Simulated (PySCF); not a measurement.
Nb (niobium, neutral) across methods

[Kr] 4d3 5s1 6s1, high-spin 6F determinant (an excited configuration). Computed with PySCF 2.14 in aug-cc-pwCVTZ-PP with ECP28MDF, with scalar relativity through the core potential.

```csv
method,E (hartree),mean ε 4d α (eV),mean ε 5s α (eV),mean ε 6s α (eV),Σ⟨r²⟩ (bohr²),⟨S²⟩
PBEsol,-56.3659,-8.958,-7.935,-1.509,129.5,8.751
PBE,-56.4743,-9.000,-7.864,-1.524,129.0,8.751
PW91,-56.5059,-9.052,-7.927,-1.528,128.7,8.751
LDA,-56.3099,-8.945,-8.113,-1.518,127.4,8.750
LC-wPBE,-56.4775,-13.165,-10.559,-2.430,134.8,8.752
PBE0,-56.4609,-10.443,-8.527,-1.753,131.3,8.752
UHF,-56.00780,-14.250,-10.118,-2.171,138.9,8.756
```

(1) Estimate the same row for r2SCAN.

Energies and moments cover only the electrons outside the core potential. The outer electron is Rydberg-like, and this basis confines it to a smaller radius and binds it less than a complete one would.

## Answers

(1) E (hartree) = -56.4987; mean ε 4d α (eV) = -9.412; mean ε 5s α (eV) = -8.043; mean ε 6s α (eV) = -1.476; Σ⟨r²⟩ (bohr²) = 129.1; ⟨S²⟩ = 8.752.
